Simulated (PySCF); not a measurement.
Which element holds O most strongly?

PBE in PySCF with def2-TZVPP on every atom (core potentials on Mo, Sn, Sb), for the lowest determinant that a PBE0 search found; no spin–orbit coupling. D0 is De less the harmonic zero-point energy.

```csv
M,state (unpaired electrons),Re (Å),ωe (cm⁻¹),D0(MO) (eV)
P,doublet (π ↑),1.497,1200,6.56
Sb,doublet (π ↑),1.837,815,4.73
Sn,singlet (closed shell),1.848,806,6.12
Zn,"triplet (σ ↑, π ↑)",1.883,491,1.60
Ge,singlet (closed shell),1.647,956,7.27
Mo,"quintet (σ ↑, π ↑, δ ↑↑)",1.699,946,6.06
Si,singlet (closed shell),1.529,1197,8.41
```

**Question.** Order the elements by D0 and give the energy of GeO + Mo → MoO + Ge.

**Answer.** Si > Ge > P > Sn > Mo > Sb > Zn; ΔE = 7.27 − 6.06 = +1.21 eV at PBE/def2-TZVPP. Close neighbours can swap at other levels.

The metal atom is held in its measured ground configuration; semilocal functionals can put another filling of s and d lower by some tenths of an eV, and De to that atom would be smaller. Spin–orbit coupling is left out, which matters for elements this heavy, above all for dissociation energies. States were picked by a PBE0 search and need not be the measured ground states.
